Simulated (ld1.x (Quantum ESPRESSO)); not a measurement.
**Which change was made? (Au, TM)**

* Element: gold
* Generator: ld1.x (Quantum ESPRESSO) 7.5
* Type: norm-conserving Troullier–Martins (Kleinman–Bylander form)
* Functional: PBE
* Relativity: fully relativistic
* Frozen core: [Kr] 4d10 4f14 5s2
* Valence charge: 17
* Reference configuration: 5p6 5d9 6s0 6p0 (charge +2)
* Partial waves: 6s (bound, empty): rc 1.80 bohr; 5d (bound): rc 1.25 bohr; 5p (bound): rc 1.50 bohr
* Local potential: the p channel
* Core correction: a·sin(br)/r model core inside 1.05 bohr

Open shells are filled in proportion to 2j + 1 (rel_dist='average').

Cutoffs, loose and tight: the cutoffs (Ry, on a coarse ladder) from which the occupation-weighted sum of valence levels, in a spherical-Bessel basis at the reference potential, stays within 10 and 1 mRy of its value at 400 Ry. They do not see the model core or the augmentation charge, which bear on the density cutoff. Test errors are all-electron minus pseudo excitation energies from the reference, over the configurations 5p6 5d10 6s1 6p0; 5p6 5d10 6s0 6p0; 5p6 5d8 6s0 6p0; 5p6 5d9 6s2 6p0; 5p6 5d9 6s1 6p0; 5p6 5d10 6s0 6p1; 5p6 5d9 6s1 6p1; variants that change the core or the reference have their own tests. The largest error is taken over the tests solved by every variant that gives reliable tests at all, those not shown here included: 5p6 5d10 6s0 6p0; 5p6 5d10 6s0 6p1; 5p6 5d8 6s0 6p0.

The base gives: outcome: generated, misses its reference levels by 11.55 eV; cutoff, loose: 70 Ry; cutoff, tight: 100 Ry; bound ghosts: s; largest test error (meV): +68.

(1) After one change the result is: outcome: generated, misses its reference levels by 11.64 eV; cutoff, loose: 140 Ry; cutoff, tight: 200 Ry; bound ghosts: s; largest test error (meV): -14. Which change was it?
A. wave 5p (bound): rc 1.50 bohr becomes 5p (bound): rc 0.94 bohr
B. wave 5p (bound): rc 1.50 bohr becomes 5p (bound): rc 1.62 bohr
C. wave 5p (bound): rc 1.50 bohr becomes 5p (bound): rc 1.16 bohr
D. wave 5p (bound): rc 1.50 bohr becomes 5p (bound): rc 1.42 bohr
E. wave 5p (bound): rc 1.50 bohr becomes 5p (bound): rc 1.94 bohr

Results:

(1) C. The others give: wave 5p (bound): rc 1.50 bohr becomes 5p (bound): rc 1.42 bohr → outcome: generated, misses its reference levels by 11.58 eV; cutoff, loose: 80 Ry; cutoff, tight: 120 Ry; bound ghosts: s; largest test error (meV): +41 | wave 5p (bound): rc 1.50 bohr becomes 5p (bound): rc 0.94 bohr → outcome: generated, misses its reference levels by 11.76 eV; cutoff, loose: 200 Ry; cutoff, tight: over 300 Ry; bound ghosts: s; largest test error (meV): -17 | wave 5p (bound): rc 1.50 bohr becomes 5p (bound): rc 1.62 bohr → outcome: generated, misses its reference levels by 11.52 eV; cutoff, loose: 70 Ry; cutoff, tight: 90 Ry; bound ghosts: s; largest test error (meV): +119 | wave 5p (bound): rc 1.50 bohr becomes 5p (bound): rc 1.94 bohr → outcome: generated, misses its reference levels by 11.44 eV; cutoff, loose: 60 Ry; cutoff, tight: 90 Ry; bound ghosts: s; largest test error (meV): +242.
